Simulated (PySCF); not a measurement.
## Do core-level shifts follow atomic charges?

C5H15NSi2.
SMILES with atom numbers: `[CH3:1][CH2:2][CH2:3][N:4]1[SiH2:5][CH2:6][CH2:7][SiH2:8]1`

Binding energies: delta-SCF UKS SCAN, pcX-2 on the ionised atom, pcseg-1 elsewhere, spin-free X2C in PySCF. Charges: PBE0/pcSseg-1 ground-state density, for the ionised atom.

```
atom                   environment  C 1s (eV)  Mulliken (e)  IAO (e)  Hirshfeld (e)  ESP (e)
  C6   sp3 carbon bound to silicon     290.07        -0.541   -0.534         -0.156   -0.278
  C2              chain CH2 carbon     290.34        -0.280   -0.250         -0.071   +0.313
  C1                 methyl carbon     290.55        -0.289   -0.412         -0.113   -0.425
  C3  sp3 carbon bound to nitrogen     291.29        +0.048   -0.131         -0.019   +0.004
```

How well does each charge scheme correlate with the binding energies over these sites?

Mulliken: r = 0.97, slope 2.1 eV per e; Hirshfeld: r = 0.88, slope 7.8 eV per e; IAO: r = 0.82, slope 2.4 eV per e; ESP: r = 0.15, slope 0.2 eV per e. Mulliken charges have the highest r, on only 4 points.

The point-charge model writes a binding energy as kq + V + constant, with V the potential of the other atoms' charges at the site. What does it give with the Hirshfeld charges?

V = Σ 14.40 eV Å × q/r over all other atoms: +1.90 eV at C6, +0.45 eV at C2, +1.32 eV at C1, -0.38 eV at C3. Fitting binding energy − V to q gives k = 24.9 eV per e and leaves an rms residual of 0.18 eV, against 0.22 eV for the fit on q alone. The model has no term for differences in relaxation between sites.

One conformer (not necessarily the lowest) at the PBE0-D3(BJ)/def2-SVP geometry, without solvent, vibrations or thermal averaging.
